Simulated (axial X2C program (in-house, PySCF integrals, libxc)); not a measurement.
# Spin–orbit effects down a group: molecules with Y, HF

Calculated with an in-house all-electron X2C program for linear molecules (integrals from PySCF), spin-free (one-electron X2C) or two-component (2c: spin–orbit coupling with atomic mean-field Coulomb and Gaunt terms, which also bring small scalar terms), in Dyall basis sets with cores contracted in-house; open shells are unrestricted.

Basis sets: O dyall-av3z, S dyall-av3z, Se dyall-cv3z, Y dyall-cv3z.

| molecule | spin-free state | Re (Å) | ωe (cm⁻¹) | De (eV) | 2c state | Re 2c (Å) | ωe 2c (cm⁻¹) | De 2c (eV) |
| --- | --- | --- | --- | --- | --- | --- | --- | --- |
| YO | M_S = 1/2, Λ = 0 | 1.772 | 908.7 | 4.10 | Ω = 1/2 | 1.772 | 908.8 | n/a |
| YS | M_S = 1/2, Λ = 0 | 2.298 | 507.8 | 3.53 | Ω = 1/2 | 2.297 | 507.8 | n/a |
| YSe | M_S = 1/2, Λ = 0 | 2.432 | 353.3 | 3.07 | Ω = 1/2 | 2.433 | 352.9 | n/a |

Question: Work out the shifts from the spin-free to the two-component result.

Answer: 

```csv
molecule,2c state,ΔRe (Å),Δωe (cm⁻¹),ΔDe (eV)
YO,Ω = 1/2,0.000,0.1,n/a
YS,Ω = 1/2,-0.001,0.0,n/a
YSe,Ω = 1/2,0.001,-0.4,n/a
```

Shifts of one unit in the last digit are rounding.

Each entry is the lowest single determinant of a limited PBE0 search at one distance. De goes to single-determinant-based atoms at the same level (for ions the charge split of lowest energy) and is withheld (n/a) where an atom does not fit its ground term or J level. Main or longest-lived isotopes.
